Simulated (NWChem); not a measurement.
# Spin states of Mg (+1)

SMILES: [Mg+]
```xyz
1

Mg     0.0000     0.0000     0.0000
```
Charge +1, spin multiplicity 2.

All runs are NWChem calculations.

Basis set: def2-TZVP. The gap is E(quartet) − E(doublet), so a negative value puts the higher spin lower. Open shells are unrestricted. The quartet is the single determinant that the SCF runs reached, with unpaired electrons in orbitals of symmetry ag and b2u and b3u (D2h labels); it need not be the lowest quartet, which in molecules with degenerate π orbitals can need several determinants. Where the lowest doublet needs several determinants, the single determinant used here isn't a pure state and places it wrongly.

No SCF solution was tested for a lower state. Open-shell Hartree-Fock references start from PBE0 orbitals.

Problem. Order these methods by the vertical doublet-quartet gap they give, lowest first: HF, LC-wPBE (omega 0.3 per bohr), CAM-B3LYP.

Solution. HF (1225.5 kcal/mol), LC-wPBE (omega 0.3 per bohr) (1253.4 kcal/mol), CAM-B3LYP (1260.2 kcal/mol)
